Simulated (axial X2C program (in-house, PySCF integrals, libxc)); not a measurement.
Values are calculated unless marked as measured or tabulated.
**KH⁻: input and output**

Program: an axial X2C code built on PySCF integrals.

Input:
```json
{"zs": [19, 1], "q": -1, "bas": ["dyall-acv3z", "dyall-av3z"], "levels": ["PBE0", "HF", "LDA"], "cc": true, "r0": 2.28, "thr": -2.0, "nmax": 90, "npts": 10, "nst": 2, "ntry": 6}
```
```bash
python so2c.py task.json out
```

Keys: zs atomic numbers; q charge; bas basis sets; levels methods; cc coupled cluster on or off; r0 starting distance in Å; thr threshold in hartree for freezing inner shells (an s shell follows its p shell); nmax most natural virtual spinors; npts points on the curve; nst determinants followed; ntry starts of the search. HF also brings MP2.

Output of the LDA step, scalar-relativistic, at R = 2.367 Å for the state M_S = 1/2, Λ = 0. It starts from PBE0 orbitals of this distance.

```
spin-free X2C-1e  LDA
basis functions 133  fitting functions 528  grid points 5065
iter        total energy     max residual
   1       -601.053266152     1.51e-01
   2       -601.057811886     1.07e-02
   3       -601.054508077     1.58e-02
   4       -601.060278238     1.84e-03
   5       -601.060341684     3.71e-04
   6       -601.060346190     2.07e-04
   7       -601.060350089     2.85e-05
   8       -601.060350197     2.59e-05
   9       -601.060350260     4.08e-06
  10       -601.060350271     1.43e-06
  11       -601.060350271     4.35e-07
converged
one-electron -839.07654655  Coulomb 266.05017452  exact exchange 0.00000000  xc functional -32.28170407  nuclear repulsion 4.24772582
```
Energies are in hartree; totals compare only within one Hamiltonian and basis.
